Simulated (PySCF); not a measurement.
**Telling isomers of C2H6BN apart by NMR**

Equivalent nuclei averaged, non-relativistic Hamiltonian, gas phase, single conformer. Shieldings: GIAO PBE0/pcSseg-1; B3LYP/pcJ-1 coupling constants (spin–dipole term left out of most H,H and C,H couplings); geometry: PBE0-D3(BJ)/def2-SVP; PySCF.

Referencing at the same level of theory: TMS for $^{1}$H and $^{13}$C. Multiplet labels drop J under 1 Hz and among equivalent protons, and merge close values. Unscaled 3J(H,H) run several per cent high. Couplings to H on boron are left out. Carbons bonded to boron are broad in practice. Shifts are as computed. Against solution values, carbons near 30 ppm lie about +2 ppm off and those near 130 ppm about +5 ppm. Of 1309 compounds with measured shifts, 239 miss one by over three times the rms of a fit or turn the order of signals round; such compounds aren't used in these exercises.

(1) Tabulate the signals of `[BH3-][N+]#CC`, `BN1CC1` and their relative energies.

(2) What is the quickest way to tell [BH3-][N+]#CC from BN1CC1?

Answers

(1) 
| SMILES | carbon types | δC | δH | E rel. (kcal/mol) |
| --- | --- | --- | --- | --- |
| [BH3-][N+]#CC | 1×C 1×CH3 | 113.1, 2.2 | 2.18 (m, 3H), 2.13 (br, 3H) | 4.3 |
| BN1CC1 | 2×CH2 | 22.6 | 5.15 (br, 2H), 2.12 (t, 4H) | 0.0 |

Energies are electronic energies at PBE0/pcSseg-1 on these geometries, without zero-point or thermal terms, each for the one conformer computed, which needn't be the lowest.

(2) Count the carbon signals: 2 against 1. The first has a nitrilium-type carbon (C) at 113.1 ppm, the second an aziridine ring carbon (CH2) at 22.6 ppm. In the proton spectra the most deshielded non-exchanging signals are 2.18 (m, 3H) and 5.15 (br, 2H).
